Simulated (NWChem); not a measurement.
# AlHOCl2; SMILES [OH][Al]([Cl])[Cl]

```xyz
5

Al     0.0571     0.0000     0.4124
Cl    -1.8217     0.0000    -0.5296
Cl     1.8088     0.0000    -0.7321
O      0.2286     0.0000     2.1075
H     -0.5327     0.0000     2.7091
```
Atoms are numbered in this order, from 1.

Program: NWChem. Geometry optimised at PBE-D3(BJ)/def2-SVP; all other runs use it. Pople sets run with spherical d functions.

```json
[
 {"quantity": "dipole (D)", "level": "B97-D/def2-SVP", "value": "?"},
 {"quantity": "charge (e), Mulliken O4", "level": "B3LYP/def2-SVP", "value": "-0.44"},
 {"quantity": "isotropic polarisability (bohr³) at 589 nm", "level": "B3LYP/6-31G*", "value": "41.6"},
 {"quantity": "vertical, lowest state with f > 0.02, singlet (eV)", "level": "LDA (Slater exchange, VWN5)/6-31+G*, TDA", "value": "6.20"},
 {"quantity": "highest harmonic frequency (cm⁻¹)", "level": "PBE-D3(BJ)/def2-SVP", "value": "?"}
]
```

Problem. Some entries are withheld; supply them.

Solution. 
- dipole (D), value: 1.89
- highest harmonic frequency (cm⁻¹), value: 3811
